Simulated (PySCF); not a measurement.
GeH3, SMILES [GeH3] (connectivity only; charge and spin as stated), charge +1, multiplicity 1. Heavy atoms are numbered as in [GeH3:1]. Hydrogens are named by the atom that carries them.

Coordinates come from a r2SCAN-D4/def2-TZVPD optimisation. The spin state was assumed, not searched. The isomer is the one that the SMILES or the coordinates give; other isomers of the formula were not compared.

Computed with PBE/pcSseg-2 run with PySCF.

GIAO shieldings, no solvent; atoms alike by connectivity are averaged. δ = σ(ref) − σ: ⁷³Ge against GeH4 (σ = 1621.0 ppm); ¹H against TMS (σ = 31.47 ppm), references at their B3LYP-D3(BJ)/def2-TZVP geometries, non-relativistic.

Estimate the chemical shifts. (Estimate from the structure and the level; the computed values follow.)


```
nucleus       atoms  count  δ (ppm)
-------  ----------  -----  -------
⁷³Ge     Ge1 (GeH3)      1   1191.3
¹H         H on Ge1      3     9.62
```
